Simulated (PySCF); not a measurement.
AlH₃O₂, SMILES [OH][AlH][OH]. Geometry: B3LYP-D3(BJ)/def2-TZVP. Other conformers were not sampled.

Problem. Give the equilibrium geometry at B3LYP-D3(BJ)/def2-TZVP (PySCF confirms it by a frequency run) as a Z-matrix, and its point group. (Estimate from the structure and the level; the computed values follow.)

Solution. Several could match; the one computed here: point group C2v.
```
Al
O 1 1.6958
H 2 0.9570 1 127.09
O 1 1.6958 2 124.21 3 0.00
H 4 0.9570 1 127.09 2 0.00
H 1 1.5588 2 117.89 3 180.00
```
Charge 0, spin multiplicity 1.
